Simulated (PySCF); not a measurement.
C3H9Al (SMILES [CH3][Al]([CH3])[CH3]), singlet, geometry from GFN2-xTB (such geometries of metal compounds can be far from the true shape); PySCF with MP2/STO-3G.

Input for PySCF:
```python
from pyscf import gto, scf, mp

mol = gto.M(
    atom='''
Al    0.01377557    0.00536366    0.00111920
C    -1.36712124   -1.42328928   -0.17712821
H    -1.44959113   -1.80169766   -1.20166716
H    -2.36933356   -1.07452599    0.09435791
H    -1.15117922   -2.28740004    0.46050578
C    -0.16027256    1.69622682   -1.04309429
H     0.69676512    1.87264152   -1.70193712
H    -0.23101461    2.58097547   -0.40129179
H    -1.05181885    1.69770984   -1.67955486
C     1.56875030   -0.25747259    1.22286490
H     2.24081454    0.60750024    1.22724421
H     2.17645426   -1.12614197    0.94751257
H     1.26311707   -0.42359105    2.26146089
''',
    basis='sto-3g',
    verbose=4,
)

mf = scf.RHF(mol)
mf.kernel()

pt = mp.MP2(mf)
pt.kernel()
print('E(MP2) = %.10f' % pt.e_tot)
mf.analyze()
```

### Question
Predict the main parts of the log of this PySCF run.

### Answer

```
PySCF version 2.14.0

[INPUT] verbose = 4
[INPUT] num. atoms = 13
[INPUT] num. electrons = 40
[INPUT] charge = 0
[INPUT] spin (= nelec alpha-beta = 2S) = 0
[INPUT] symmetry False subgroup None
[INPUT] Mole.unit = angstrom
[INPUT] Symbol           X                Y                Z      unit          X                Y                Z       unit  Magmom
[...]
nuclear repulsion = 148.981172990121
number of shells = 23
number of NR pGTOs = 99
number of NR cGTOs = 33
basis = sto-3g
ecp = {}

******** <class 'pyscf.scf.hf.RHF'> ********
method = RHF
initial guess = minao
damping factor = 0
level_shift factor = 0
DIIS = <class 'pyscf.scf.diis.CDIIS'>
diis_start_cycle = 1
diis_space = 8
diis_damp = 0
SCF conv_tol = 1e-09
SCF conv_tol_grad = None
SCF max_cycles = 50
direct_scf = True
direct_scf_tol = 1e-13
Set gradient conv threshold to 3.16228e-05
Initial guess from minao.
init E= -356.243796159749
[...]
cycle= 1 E= -356.491129246406  delta_E= -0.247  |g|= 0.276  |ddm|= 3.85
[...]
cycle= 2 E= -356.521865666773  delta_E= -0.0307  |g|= 0.0623  |ddm|= 0.51
[...]
cycle= 3 E= -356.523880154876  delta_E= -0.00201  |g|= 0.0184  |ddm|= 0.125
[...]
cycle= 4 E= -356.524046655879  delta_E= -0.000167  |g|= 0.000883  |ddm|= 0.045
[...]
cycle= 5 E= -356.524047010454  delta_E= -3.55e-07  |g|= 0.000141  |ddm|= 0.00165
[...]
cycle= 6 E= -356.524047022393  delta_E= -1.19e-08  |g|= 1.94e-05  |ddm|= 0.000331
[...]
cycle= 7 E= -356.52404702262  delta_E= -2.27e-10  |g|= 1.47e-06  |ddm|= 4.79e-05
[...]
Extra cycle  E= -356.524047022623  delta_E= -3.18e-12  |g|= 3.99e-07  |ddm|= 2.67e-06
converged SCF energy = -356.524047022623

******** <class 'pyscf.mp.mp2.RMP2'> ********
nocc = 20, nmo = 33
E(RMP2) = -356.719567878407  E_corr = -0.19552085578348
E(SCS-RMP2) = -356.740778444311  E_corr = -0.216731421687796
E_corr(same-spin) = -0.0206464675988999
E_corr(oppo-spin) = -0.17487438818458
E(MP2) = -356.7195678784
**** SCF Summaries ****
Total Energy =                        -356.524047022623108
Nuclear Repulsion Energy =             148.981172990121451
One-electron Energy =                 -789.339235938750790
Two-electron Energy =                  283.834015926006202
Two-electron Coulomb Energy =          320.992690472716788
DFT Exchange-Correlation Energy =      -37.158674546710586
HOMO-LUMO gap [eV] =                    17.487605017871694
**** MO energy ****
[...]
 ** Mulliken pop on meta-lowdin orthogonal AOs  **
 ** Mulliken pop  **
[...]
 ** Mulliken atomic charges  **
charge of    0Al =      0.82313
charge of    1C =     -0.30574
charge of    2H =      0.01066
charge of    3H =      0.01065
charge of    4H =      0.01004
charge of    5C =     -0.30574
charge of    6H =      0.01065
charge of    7H =      0.01067
charge of    8H =      0.01004
charge of    9C =     -0.30574
charge of   10H =      0.01005
charge of   11H =      0.01066
charge of   12H =      0.01066
Dipole moment(X, Y, Z, Debye):  0.00014,  0.00072,  0.00080
```
